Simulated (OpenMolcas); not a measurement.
Ionisation energies of tungsten

| Item | Value |
| --- | --- |
| Program | OpenMolcas 26.06 |
| Basis | ANO-R2 [8s6p5d3f2g] |
| Scalar Hamiltonian | X2C, finite nucleus |
| Spin-orbit coupling | state interaction with AMFI integrals over the reference wave functions, term energies averaged over their components |

Active shells in each charge state: the valence d, s shells, with orbitals averaged over the low states. Where CASPT2's correlated closed shells are named, they are those of the first ion.

A. CASSCF
B. SS-CASPT2, IPEA 0.25 Eh, imaginary shift 0.1 Eh (closed shells correlated: 5s 5p)
C. SS-CASPT2, IPEA 0.25 Eh, imaginary shift 0.1 Eh (closed shells correlated: 4f 5s 5p)
D. SS-CASPT2, IPEA 0 Eh, imaginary shift 0.1 Eh (closed shells correlated: 5s 5p)

Energies in eV between the lowest computed levels, named as in B; reference values from the NIST Atomic Spectra Database with their kind.

| From | To | A | B | C | D | Spin-orbit share in B | Reference |
| --- | --- | --- | --- | --- | --- | --- | --- |
| W 5d4 6s2 5D0 | W+ 5d4 6s 6D 1/2 | 6.559 | 7.515 | 7.586 | 7.769 | -0.454 | 7.864 (measured) |
| W+ 5d4 6s 6D 1/2 | W2+ 5d4 5D0 | 14.725 | 15.654 | 15.825 | 15.767 | -0.349 | 16.370 (semi-empirical) |

Other lowest levels: A, W 5d5 6s 7S3 to 5d4 6s 6D 1/2.

Error against the reference values, in %:

```tsv
From	Reference	A	B	C	D
W	measured	-16.6	-4.4	-3.5	-1.2
W+	semi-empirical	-10.0	-4.4	-3.3	-3.7
```

Absolute error against the one measured value: A 1.31 eV, B 0.35 eV, C 0.28 eV, D 0.10 eV. D lies closest.

The lowest level within the active space need not be the ion's true ground level.
